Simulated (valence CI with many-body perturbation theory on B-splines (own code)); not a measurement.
## E1 transitions of Pd XL

Level of theory: relativistic CI+MBPT: five valence electrons over a frozen Dirac-Fock core [He], radial functions for each j: 11 s, 11 p, 10 d, 8 f, 5 g, 2 h, with the one-electron correlation potential Σ1, the two-electron term Σ2, the three-electron term Σ3, Breit, model QED; selected CI, second order for the rest, scaled by the run's own slope (own B-spline code, finite nucleus).

No measured spectrum was set against this ion. As an estimate, large intervals hold to a few tenths of a per cent, small ones and those within an open d or f shell to about a per cent. Among the levels kept, up to 7100 cm⁻¹ of a level comes from second order outside the variational space, and about a tenth of that is noise between levels of different J, which matters for small intervals.

Lines 51 to 100 of 589 in falling wavelength, among levels below 4047.6 eV, chosen from the strongest by gf and those to the six lowest levels. Wavelengths and rates use the calculated energies. Electric multipoles are in the length gauge, E1 and E2 with the static RPA response of the core. Weak lines are less certain than strong ones. Lines between different terms over intervals too small for the method are left out, as are lines whose strength nearly cancels. Where a level lies close to another of its J and parity, the split of strength between their lines is uncertain. The highest levels of a list are the least certain.

Levels are named by their leading jj configuration (3d3/2^4 stands for four electrons in 3d with j = 3/2), which in mixed levels can hold well under half, so a name can repeat and another be missing. Letters in brackets count levels of one name in rising energy.

```
λ vac (nm)                               Upper                               Lower   A (s⁻¹)  S (a.u.)
     16.51  (2s 2p1/2^2 2p3/2 3d5/2) J=5/2 [b]  (2s 2p1/2^2 2p3/2 3p3/2) J=3/2 [b]  7.08e+09  9.43e-02
     16.47          (2s^2 2p1/2^2 3d5/2) J=5/2          (2s^2 2p1/2^2 3p3/2) J=3/2  1.00e+10  1.32e-01
     16.42      (2s^2 2p1/2 2p3/2 3d3/2) J=7/2  (2s^2 2p1/2 2p3/2 3p3/2) J=5/2 [a]  2.72e+09  4.75e-02
     16.09  (2s^2 2p1/2 2p3/2 3d5/2) J=3/2 [a]  (2s^2 2p1/2 2p3/2 3p3/2) J=1/2 [a]  5.21e+09  4.28e-02
     16.03  (2s 2p1/2^2 2p3/2 3d5/2) J=5/2 [a]  (2s 2p1/2^2 2p3/2 3p3/2) J=3/2 [a]  5.35e+09  6.53e-02
     15.93  (2s 2p1/2^2 2p3/2 3d5/2) J=7/2 [a]  (2s 2p1/2^2 2p3/2 3p3/2) J=5/2 [a]  1.03e+10  1.64e-01
     15.53  (2s^2 2p1/2 2p3/2 3d5/2) J=5/2 [a]  (2s^2 2p1/2 2p3/2 3p3/2) J=3/2 [a]  5.61e+09  6.22e-02
     15.42  (2s 2p1/2^2 2p3/2 3d5/2) J=3/2 [a]  (2s 2p1/2^2 2p3/2 3p3/2) J=3/2 [a]  6.77e+09  4.90e-02
     15.39  (2s^2 2p1/2 2p3/2 3d5/2) J=5/2 [b]  (2s^2 2p1/2 2p3/2 3p3/2) J=3/2 [b]  7.82e+09  8.45e-02
     13.87  (2s 2p1/2 2p3/2^2 3d5/2) J=5/2 [a]  (2s 2p1/2 2p3/2^2 3p3/2) J=5/2 [a]  6.50e+09  5.14e-02
     13.82  (2s 2p1/2 2p3/2^2 3p3/2) J=7/2 [b]     (2s 2p1/2 2p3/2^2 3s) J=5/2 [b]  1.08e+10  1.12e-01
     13.82       (2p1/2^2 2p3/2^2 3p3/2) J=5/2          (2p1/2^2 2p3/2^2 3s) J=3/2  1.27e+10  9.90e-02
     13.81  (2s 2p1/2 2p3/2^2 3d5/2) J=7/2 [b]  (2s 2p1/2 2p3/2^2 3p3/2) J=7/2 [b]  5.01e+09  5.21e-02
     13.64  (2s 2p1/2^2 2p3/2 3p3/2) J=3/2 [a]     (2s 2p1/2^2 2p3/2 3s) J=3/2 [a]  1.52e+10  7.59e-02
     13.51  (2s 2p1/2 2p3/2^2 3p3/2) J=7/2 [c]  (2s 2p1/2^2 2p3/2 3d5/2) J=5/2 [b]  7.30e+09  7.11e-02
     13.48            (2s 2p3/2^3 3p3/2) J=3/2               (2s 2p3/2^3 3s) J=3/2  1.78e+10  8.59e-02
     13.44  (2s 2p1/2 2p3/2^2 3p3/2) J=1/2 [c]     (2s 2p1/2 2p3/2^2 3s) J=1/2 [c]  1.56e+10  3.74e-02
     13.39  (2s 2p1/2 2p3/2^2 3p3/2) J=3/2 [b]     (2s 2p1/2 2p3/2^2 3s) J=5/2 [b]  9.64e+09  4.57e-02
     13.08          (2s^2 2p3/2^2 3p3/2) J=5/2             (2s^2 2p3/2^2 3s) J=3/2  9.23e+09  6.11e-02
     13.05  (2s 2p1/2 2p3/2^2 3d3/2) J=7/2 [b]  (2s 2p1/2 2p3/2^2 3p1/2) J=5/2 [b]  7.26e+09  6.37e-02
     13.01            (2s 2p3/2^3 3p3/2) J=7/2  (2s 2p1/2 2p3/2^2 3d5/2) J=5/2 [b]  4.99e+09  4.34e-02
     12.99            (2s 2p3/2^3 3p3/2) J=5/2               (2s 2p3/2^3 3s) J=3/2  9.92e+09  6.44e-02
     12.75      (2s^2 2p3/2^2 3d5/2) J=5/2 [a]          (2s^2 2p3/2^2 3p3/2) J=5/2  6.65e+09  4.08e-02
     12.73       (2p1/2^2 2p3/2^2 3p3/2) J=5/2          (2p1/2^2 2p3/2^2 3s) J=5/2  1.43e+10  8.75e-02
     12.68       (2p1/2^2 2p3/2^2 3p3/2) J=7/2          (2p1/2^2 2p3/2^2 3s) J=5/2  3.39e+10  2.73e-01
     12.66  (2s 2p1/2 2p3/2^2 3p3/2) J=5/2 [c]     (2s 2p1/2 2p3/2^2 3s) J=3/2 [b]  2.18e+10  1.31e-01
     12.65  (2s 2p1/2 2p3/2^2 3d3/2) J=5/2 [d]  (2s 2p1/2 2p3/2^2 3p1/2) J=3/2 [d]  7.14e+09  4.29e-02
     12.44  (2s 2p1/2 2p3/2^2 3d3/2) J=5/2 [b]  (2s 2p1/2 2p3/2^2 3p1/2) J=5/2 [b]  1.23e+10  6.99e-02
     12.41          (2s^2 2p3/2^2 3p3/2) J=7/2         (2s^2 2p3/2^2 3s) J=5/2 [b]  9.65e+09  7.28e-02
     12.41  (2s^2 2p1/2 2p3/2 3p3/2) J=1/2 [a]         (2s^2 2p1/2 2p3/2 3s) J=1/2  1.78e+10  3.35e-02
     12.40  (2s 2p1/2^2 2p3/2 3p3/2) J=5/2 [b]     (2s 2p1/2^2 2p3/2 3s) J=3/2 [b]  2.98e+10  1.69e-01
     12.40  (2s 2p1/2 2p3/2^2 3p1/2) J=3/2 [c]     (2s 2p1/2 2p3/2^2 3s) J=5/2 [b]  9.03e+09  3.40e-02
     12.36  (2s 2p1/2 2p3/2^2 3d3/2) J=5/2 [a]  (2s 2p1/2 2p3/2^2 3p1/2) J=5/2 [a]  1.04e+10  5.81e-02
     12.36  (2s 2p1/2^2 2p3/2 3p3/2) J=5/2 [a]     (2s 2p1/2^2 2p3/2 3s) J=3/2 [a]  1.89e+10  1.06e-01
     12.33  (2s 2p1/2 2p3/2^2 3p3/2) J=7/2 [c]     (2s 2p1/2 2p3/2^2 3s) J=5/2 [c]  2.16e+10  1.60e-01
     12.23  (2s 2p1/2 2p3/2^2 3d3/2) J=3/2 [f]  (2s 2p1/2 2p3/2^2 3p1/2) J=3/2 [d]  9.37e+09  3.38e-02
     12.21  (2s 2p1/2^2 2p3/2 3d3/2) J=5/2 [a]      (2s 2p1/2^2 2p3/2 3p1/2) J=5/2  1.13e+10  6.08e-02
     12.21  (2s 2p1/2 2p3/2^2 3p3/2) J=3/2 [d]     (2s 2p1/2 2p3/2^2 3s) J=1/2 [b]  1.53e+10  5.49e-02
     12.18  (2s^2 2p1/2 2p3/2 3p3/2) J=5/2 [a]     (2s^2 2p1/2 2p3/2 3s) J=3/2 [a]  2.61e+10  1.40e-01
     12.18      (2s 2p1/2^2 2p3/2 3p3/2) J=7/2         (2s 2p1/2^2 2p3/2 3s) J=5/2  3.43e+10  2.45e-01
     12.13  (2s 2p1/2 2p3/2^2 3d3/2) J=3/2 [b]  (2s 2p1/2 2p3/2^2 3p1/2) J=5/2 [b]  1.44e+10  5.09e-02
     12.03      (2s 2p1/2 2p3/2^2 3p3/2) J=9/2         (2s 2p1/2 2p3/2^2 3s) J=7/2  3.45e+10  2.96e-01
     12.01            (2s 2p3/2^3 3p3/2) J=7/2               (2s 2p3/2^3 3s) J=5/2  2.65e+10  1.81e-01
     12.00      (2s 2p1/2^2 2p3/2 3d3/2) J=7/2      (2s 2p1/2^2 2p3/2 3p1/2) J=5/2  1.90e+10  1.30e-01
     11.99          (2s^2 2p3/2^2 3p3/2) J=5/2         (2s^2 2p3/2^2 3s) J=5/2 [a]  7.45e+09  3.80e-02
     11.99  (2s 2p1/2 2p3/2^2 3p3/2) J=7/2 [a]     (2s 2p1/2 2p3/2^2 3s) J=5/2 [a]  3.29e+10  2.24e-01
     11.97      (2s^2 2p1/2 2p3/2 3p3/2) J=7/2         (2s^2 2p1/2 2p3/2 3s) J=5/2  3.06e+10  2.07e-01
     11.95  (2s^2 2p1/2 2p3/2 3p3/2) J=3/2 [b]     (2s^2 2p1/2 2p3/2 3s) J=3/2 [b]  1.44e+10  4.85e-02
     11.94          (2s^2 2p3/2^2 3p3/2) J=7/2         (2s^2 2p3/2^2 3s) J=5/2 [a]  1.64e+10  1.10e-01
     11.93  (2s 2p1/2 2p3/2^2 3p3/2) J=3/2 [d]     (2s 2p1/2 2p3/2^2 3s) J=3/2 [b]  1.13e+10  3.79e-02
```
